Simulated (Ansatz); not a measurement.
Program: Ansatz. Geometries: PBE0-D4/def2-TZVP. ΔE: electronic, gas phase. CBS: MP2 limit from def2 TZ/QZ plus the TZ coupled-cluster correction, frozen cores. DFT in def2-TZVPP. For Ge outer-core shells are correlated without core-valence functions, which leaves a few kJ/mol of doubt a bond. Scalar relativity is left out up to krypton. Each species was taken in one conformer, which may not be the lowest.

`F[Si](F)(F)BCl` + `[CH3][Ge]([CH3])([F])[F]` → `CB[Si](F)(F)F` + `[CH3][Ge]([F])([F])[Cl]`  (redistribution)

| level | ΔE (kcal/mol) |
| --- | --- |
| ωB97X-V | 1.2 |
| r2SCAN0 | 0.9 |

**Question.** What does CCSD(T)/CBS give? (An estimate is asked.)

**Answer.** Computed: +3.0 kcal/mol. The listed levels differ from it by -1.8, -2.1 kcal/mol.

**Question.** What do rigid-rotor, harmonic-oscillator terms from PBE0-D4/def2-TZVP frequencies (298.15 K, 1 bar) make of the CCSD(T)/CBS value? (Estimate.)

**Answer.** Ansatz gave: ΔZPE = -0.2 kcal/mol, ΔH = +2.8 kcal/mol, ΔS = 3 J/(mol·K), ΔG = +2.6 kcal/mol. Modes under 50 cm⁻¹ make the entropy rough.

Largest T1 diagnostic among the species: 0.013.

In def2-TZVPP, CCSD(T) changes the Hartree–Fock value by +3.8 kcal/mol (the triples alone add +0.5 kcal/mol) and MP2 by +3.9 kcal/mol. Leaving LDA and LC-ωPBE aside and taking each functional with its dispersion term where it has one, the values, not all of them listed here, spread over 2.3 kcal/mol, from B97M-V to revPBE-D4. From BLYP to BHLYP (50 % exact exchange), in def2-TZVPP and without D4, ΔE moves by −1.2 kcal/mol.
